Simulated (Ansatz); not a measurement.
CH₈B₂Si (`BC(B)[SiH3]`), 12 atoms. The species carries charge 0 and has multiplicity 1. All runs use 2 threads of an AMD EPYC 9R45 on a shared host. Correlated methods freeze the cores.

Q: Give the basis size and wall time and peak host memory of each of these runs in Ansatz. RKS r2SCANh-D4/def2-TZVPP energy; RHF-MP2/def2-QZVPP energy; RKS ωB97M-V/def2-SVP energy; RHF-CCSD(T)/def2-SVP energy; RKS ωB97M-V/def2-QZVPP energy; RKS PBE0-D4/def2-QZVPP energy; RKS BHLYP-D4/def2-TZVPP energy; RKS PBE0-D4/def2-SVP energy; RKS r2SCAN-D4/def2-TZVPP energy and forces; RHF-CCSD(T)/def2-TZVPP energy; RKS PBE0-D4/def2-TZVP relaxation (21 steps); RKS PBE0-D4/def2-TZVP frequencies. (Best estimate.)

A: The calculation gave: Other jobs shared the machine, so times are rough.

```csv
level,job,functions,wall time,peak host memory (GiB)
RKS PBE0-D4/def2-SVP,energy,100,0.65 s,0.43
RKS ωB97M-V/def2-SVP,energy,100,2.1 s,0.43
RHF-CCSD(T)/def2-SVP,energy,100,2.2 s,0.43
RKS r2SCANh-D4/def2-TZVPP,energy,247,2.4 s,0.55
RKS BHLYP-D4/def2-TZVPP,energy,247,2.5 s,0.55
RKS r2SCAN-D4/def2-TZVPP,energy and forces,247,2.8 s,0.33
RKS PBE0-D4/def2-QZVPP,energy,481,5 s,1.4
RKS ωB97M-V/def2-QZVPP,energy,481,11 s,1.8
RHF-MP2/def2-QZVPP,energy,481,13 s,3.1
RKS PBE0-D4/def2-TZVP,relaxation (21 steps),178,34 s,0.42
RKS PBE0-D4/def2-TZVP,frequencies,178,84 s,0.43
RHF-CCSD(T)/def2-TZVPP,energy,247,2.1 min,2
```
